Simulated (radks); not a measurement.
The numbers below are computed, except where a source is named.
Q: These are the eigenvalues of the occupied orbitals of an atom or ion with whole-number occupations (eV). Code: a radial shooting solver on a logarithmic mesh with Libxc functionals. Model: scalar-relativistic Kohn-Sham, LB94 model potential, spin-polarised, spherical densities, finite nucleus; Fermi nuclear charge, rms radius of each element as measured or else 0.836 A^(1/3) + 0.57 fm.

| orbital | eigenvalue |
|---|---|
| 1s up | -46939.44 |
| 1s down | -46939.44 |
| 2s down | -7756.536 |
| 2s up | -7756.500 |
| 2p down | -6934.094 |
| 2p up | -6934.069 |
| 3s down | -1776.473 |
| 3s up | -1776.348 |
| 3p down | -1518.699 |
| 3p up | -1518.610 |
| 3d down | -1168.318 |
| 3d up | -1168.239 |
| 4s up | -419.8701 |
| 4s down | -417.8174 |
| 4p up | -334.9395 |
| 4p down | -332.8940 |
| 4d up | -215.3679 |
| 4d down | -213.3285 |
| 5s up | -113.3871 |
| 5s down | -111.6310 |
| 5p up | -89.7031 |
| 5p down | -88.2328 |
| 4f up | -85.0081 |

Which element is it, and in what charge state? The configuration may be excited. Open shells, if any, are filled with parallel spins first.

A: Z = 62, samarium, charge +5: Sm5+ in [Xe] 4f3. The list shows which subshells hold electrons but not how many an open one holds; the 1s level, -1725 hartree, gives Z - s = 58.7 by -(Z - s)^2/2, which with screening and relativity narrows Z to a few neighbours, and the depths of the outer levels then fix element, charge and occupations together.
